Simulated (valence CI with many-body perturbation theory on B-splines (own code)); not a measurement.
Results of a calculation; reference values are marked as such.
# Ir5+: what the settings do

Method: configuration interaction combined with many-body perturbation theory (CI+MBPT): four valence electrons over a frozen Dirac-Fock core [Xe] 4f14, radial functions for each j: 6 s, 6 p, 5 d, 5 f, 1 g, with the one-electron correlation potential Σ1, the two-electron term Σ2, the three-electron term Σ3, Breit, model QED; selected CI, second order for the rest, scaled by the run's own slope (own B-spline code, finite nucleus).

No measured spectrum was set against this ion. As an estimate, terms of the open shell hold to 2 to 4 % of their energy, and close levels can change places; different configurations can be misplaced against each other by 1,000 to 8,000 cm⁻¹. Only levels of the ground parity were solved; by the run's estimate the other parity begins above the list, which can be wrong where configurations are misplaced.

The reference run has the lowest level 5d⁴ ⁵D_0 and an ionisation energy of 73.4836 eV. Its largest variational space holds 10000 state functions.

Names give the largest LS component (configuration and term), which can be under half, so a name can repeat, a term be missing and a line seem to break the LS rules; names also repeat where a configuration has a term twice.

Changed runs:
A. scale of Σ2 1 → 0.5; logarithmic knot step 0.27 → 0.2
B. highest l with Σ1, explicit Σ2 and valence Breit (higher l get mean screening factors) 3 → 1
C. averaging of valence orbitals over low configurations on → off; core polarisation of operators on → off
D. scale of Σ2 1 → -1 (bad on purpose)

Excitation energies of the reference run in cm⁻¹, and shifts in cm⁻¹:

| Level | Reference | A | B | C | D |
| --- | --- | --- | --- | --- | --- |
| 5d⁴ ⁵D_1 | 5492 | -2.8 | -693 | +9.4 | +114 |
| 5d⁴ ⁵D_2 | 10156 | -35 | -1193 | +15 | +47 |
| 5d⁴ ⁵D_3 | 13712 | -80 | -1486 | +14 | -115 |
| 5d⁴ ⁵D_4 | 15872 | -87 | -1421 | +10 | -198 |
| 5d⁴ ³P_0 | 22643 | -634 | -2191 | -6.2 | -2286 |
| 5d⁴ ³H_4 | 24110 | +202 | -1307 | +14 | +934 |
| 5d⁴ ³G_3 | 28461 | +34 | -1912 | +2.6 | +170 |
| 5d⁴ ³F_2 | 29391 | -318 | -2187 | -17 | -1163 |
| 5d⁴ ³H_5 | 30020 | +302 | -1612 | +13 | +1401 |
| 5d⁴ ³P_1 | 30434 | -688 | -2812 | -23 | -2618 |
| 5d⁴ ³H_6 | 32686 | +351 | -1591 | +16 | +1597 |
| 5d⁴ ³G_4 | 35679 | +28 | -2428 | +10 | +246 |
| Ionisation energy (eV) | 73.4836 | -0.4874 | -0.8526 | +0.0023 | -1.7284 |
